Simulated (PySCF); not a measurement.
C6H4O2, SMILES C1C(=O)C=CC(=O)C=1.

The structure is a stationary point at PBE0-D3(BJ)/def2-SVP.

Two levels are set side by side: TDA-PBE/def2-SVPD (PySCF) and TDA-B3LYP/def2-SVPD (PySCF). Vertical, same geometry. The lowest singlet is HOMO→LUMO 100 % with PBE and HOMO→LUMO 99 % with the other functional; states are paired by order. Differences are taken from unrounded values.

```tsv
quantity	TDA-PBE
lowest singlet excitation (eV)	1.95
lowest triplet excitation (TDA) (eV)	1.53
first bright state (f over 0.05) (eV)	4.92
its oscillator strength	0.26
```

Q: These are the TDA-PBE values. What does TDA-B3LYP give? (Estimate from the structure and the level; the computed values follow.)

A: 
```
quantity                               TDA-B3LYP  TDA-PBE minus TDA-B3LYP
-------------------------------------  ---------  -----------------------
lowest singlet excitation (eV)              2.53                    -0.58
lowest triplet excitation (TDA) (eV)        2.07                    -0.54
first bright state (f over 0.05) (eV)       5.26                    -0.34
its oscillator strength                     0.37                    -0.11
```

A lower first singlet is the usual sign of a functional without exact exchange. Differences between two approximate levels are no errors against the true value.

Rough cost on one machine, each run with all the roots and properties that it gave: TDA-B3LYP against TDA-PBE within a factor of 2.
